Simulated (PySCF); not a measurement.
Two species compared at the same levels of theory.

First species: C8H12ClN.
Atom-mapped SMILES: `[N:1]#[C:2][C@@H:3]1[CH2:4][CH2:5][CH2:6][C@@H:7]([Cl:8])[CH2:9][CH2:10]1` (hydrogens: H11 on C3; H12, H13 on C4; H14, H15 on C5; H16, H17 on C6; H18 on C7; H19, H20 on C9; H21, H22 on C10)

Geometry (GFN2-xTB, Å), atoms numbered from 1 in this order:
```
atom  x, y, z in Å
N1     2.1888   -2.0974    2.0980
C2     1.8240   -1.5910    1.1399
C3     1.3351   -0.9329   -0.0503
C4     1.4361    0.5893    0.1675
C5     0.4952    1.4181   -0.7074
C6    -0.8738    1.6320   -0.0637
C7    -1.7927    0.4172   -0.0577
Cl8   -2.3999    0.1296   -1.7285
C9    -1.1880   -0.8725    0.4906
C10   -0.0728   -1.4625   -0.3729
H11    1.9952   -1.2245   -0.8766
H12    1.2324    0.8198    1.2162
H13    2.4696    0.8850   -0.0257
H14    0.9458    2.4020   -0.8526
H15    0.3781    0.9661   -1.6923
H16   -0.7337    1.9489    0.9735
H17   -1.3894    2.4406   -0.5862
H18   -2.6895    0.6612    0.5201
H19   -1.9918   -1.6080    0.5661
H20   -0.8230   -0.6827    1.5023
H21   -0.2993   -1.2717   -1.4222
H22   -0.0567   -2.5472   -0.2392
```

Second species: C₄H₁₄N₂OSi₂.
SMILES: `CC[Si@@]1(N)COC[SiH2]N1`

Levels: PBE0/pcSseg-1 for HOMO energy, LUMO energy and HOMO–LUMO gap. Geometries: GFN2-xTB. Each structure is a single optimised conformer of the isolated species, non-relativistic unless stated; the electronic structure was computed with PySCF and density fitting.

Values for the first species:

| Property | Result |
| --- | --- |
| HOMO energy | -8.55 eV |
| LUMO energy | 0.64 eV |
| HOMO–LUMO gap | 9.19 eV |

Question: Estimate the same properties for the second species, and the change in each.

Answer: 
```json
{"property": "HOMO energy", "first": "-8.55 eV", "second": "-6.26 eV", "second less first": "+2.29 eV"}
{"property": "LUMO energy", "first": "0.64 eV", "second": "0.66 eV", "second less first": "+0.02 eV"}
{"property": "HOMO–LUMO gap", "first": "9.19 eV", "second": "6.92 eV", "second less first": "-2.27 eV"}
```

